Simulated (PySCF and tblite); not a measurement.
Results of a calculation; reference values are marked as such.
System: CH4O2Si, numbered as in [O:1]=[CH:2][O:3][SiH3:4].

Geometries: PBE0-D3(BJ)/def2-SVP; energies: PBE0/pcSseg-2 + D3(BJ); zero-point and thermal terms from GFN2-xTB harmonic modes (soft modes blended into free rotors). Rate constants are transition-state-theory values, counting equivalent paths, without tunnelling. (PySCF 2.14 with density fitting, tblite 0.8.)

**Question.** What barrier does the rotation about the C2–O3 bond (torsion O1–C2–O3–Si4 from 0° to 179°, rising) meet, and how fast is it at 298 K?

**Answer.** The electronic barrier is 7.1 kcal/mol and ΔG‡(298 K) 7.0 kcal/mol, over a C1 saddle with an imaginary mode of 120i cm⁻¹ (GFN2-xTB). With 2 equivalent paths, k is 9.6×10⁷ s⁻¹, a mean lifetime of the start of 10 ns against this motion. The end lies 4.0 kcal/mol above the start in free energy.
